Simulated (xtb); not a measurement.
H₃B (SMILES B), singlet, at a GFN2-xTB geometry; GFN0-xTB with ALPB(benzene) (xtb).

The xtb input:
```
$ xtb mol.xyz --gfn 0 --alpb benzene --json

# file mol.xyz
4

B      0.00000000     0.00000000    -0.00000000
H     -1.13586369    -0.05694986    -0.25006823
H      0.42206688    -0.56959653     0.92378735
H      0.71379681     0.62654639    -0.67371912
```

### Question
Write the output that xtb gives for this input, abridged.

### Answer

```
   ID    Z sym.   atoms
    1    5 B      1
    2    1 H      2-4

           -------------------------------------------------
          |                Calculation Setup                |
           -------------------------------------------------

           -------------------------------------------------
          |                 G F N 0 - x T B                 |
           -------------------------------------------------

      * Solvation model:               ALPB
        Solvent                        benzene
        Parameter file                 internal GFN-FF/ALPB
        Dielectric constant                7.0000E+00
        Reference state                gsolv [1 M gas/solution]
        Free energy shift                  3.7693E-03 Eh       2.3652E+00 kcal/mol
        Temperature                        2.9815E+02 K
        Density                            8.6700E-01 kg/L
        Solvent mass                       7.8110E+01 g/mol
        Interaction kernel             P16
        Born radius scaling (c1)           1.8034E+00
        Born radii integrator          GBOBC
        Born offset                        0.0000E+00 a0       0.0000E+00 AA
        H-bond correction              false
        Ion screening                  false
        Surface tension                    1.0000E-05 Eh       1.5569E+01 dyn/cm
        Grid points                               230 per atom

          ...................................................
          :                      SETUP                      :
          :.................................................:
          :  # basis functions                  10          :
          :  # atomic orbitals                  10          :
          :  # shells                            8          :
          :  # electrons                         6          :
          :  electronic temp.          300.0000000     K    :
          :  accuracy                    1.0000000          :
          :  -> integral cutoff          0.2500000E+02      :
          :  -> integral neglect         0.1000000E-07      :
          ...................................................

         :::::::::::::::::::::::::::::::::::::::::::::::::::::
         ::                     SUMMARY                     ::
         :::::::::::::::::::::::::::::::::::::::::::::::::::::
         :: total energy              -2.995689036512 Eh    ::
         :: total w/o Gsasa/hb        -2.993841826383 Eh    ::
         :: gradient norm              0.006754573387 Eh/a0 ::
         :: HOMO-LUMO gap              6.169700602435 eV    ::
         ::.................................................::
         :: H0 energy                 -3.033975220245 Eh    ::
         :: repulsion energy           0.045462261692 Eh    ::
         :: electrostat energy        -0.006966542051 Eh    ::
         :: -> Gsolv                   0.000000000000 Eh    ::
         ::    -> Gsasa               -0.005616467116 Eh    ::
         ::    -> Gshift               0.003769256986 Eh    ::
         :: dispersion energy         -0.000209535909 Eh    ::
         :: short-range corr.          0.000000000000 Eh    ::
         :: add. restraining           0.000000000000 Eh    ::
         :: total charge               0.000000000000 e     ::
         :::::::::::::::::::::::::::::::::::::::::::::::::::::

           -------------------------------------------------
          |                Property Printout                |
           -------------------------------------------------

    * Orbital Energies and Occupations

         #    Occupation            Energy/Eh            Energy/eV
      -------------------------------------------------------------
         1        2.0000           -0.5461030             -14.8602
         2        2.0000           -0.4854423             -13.2096
         3        2.0000           -0.4854423             -13.2096 (HOMO)
         4                         -0.2587100              -7.0399 (LUMO)
         5                         -0.1069687              -2.9108
         6                         -0.0948411              -2.5808
         7                         -0.0948411              -2.5808
         8                          0.1393587               3.7921
         9                          0.3347136               9.1080
        10                          0.3347136               9.1080
      -------------------------------------------------------------
                  HL-Gap            0.2267323 Eh            6.1697 eV
             Fermi-level            0.0000000 Eh            0.0000 eV

     #   Z          covCN         q      C6AA      α(0)
     1   5 B        2.822    -0.196    42.934    10.676
     2   1 H        0.941     0.065     2.134     2.284
     3   1 H        0.941     0.065     2.134     2.284
     4   1 H        0.941     0.065     2.134     2.284

 Mol. C6AA /au·bohr⁶  :        119.548326
 Mol. C8AA /au·bohr⁸  :       3202.830297
 Mol. α(0) /au        :         17.528436

Wiberg/Mayer (AO) data.
largest (>0.10) Wiberg bond orders for each atom

 ---------------------------------------------------------------------------
     #   Z sym  total        # sym  WBO       # sym  WBO       # sym  WBO
 ---------------------------------------------------------------------------
     1   5 B    2.679 --     4 H    0.893     3 H    0.893     2 H    0.893
     2   1 H    0.881 --     1 B    0.893
     3   1 H    0.881 --     1 B    0.893
     4   1 H    0.881 --     1 B    0.893
 ---------------------------------------------------------------------------

Topologies differ in total number of bonds
Writing topology from bond orders to xtbtopo.mol

 dipole moment from electron density (au)
     X       Y       Z
   0.0000   0.0000  -0.0000  total (Debye):    0.000

           -------------------------------------------------
          | TOTAL ENERGY               -2.995689036512 Eh   |
          | GRADIENT NORM               0.006754573387 Eh/α |
          | HOMO-LUMO GAP               6.169700602435 eV   |
           -------------------------------------------------

normal termination of xtb
```
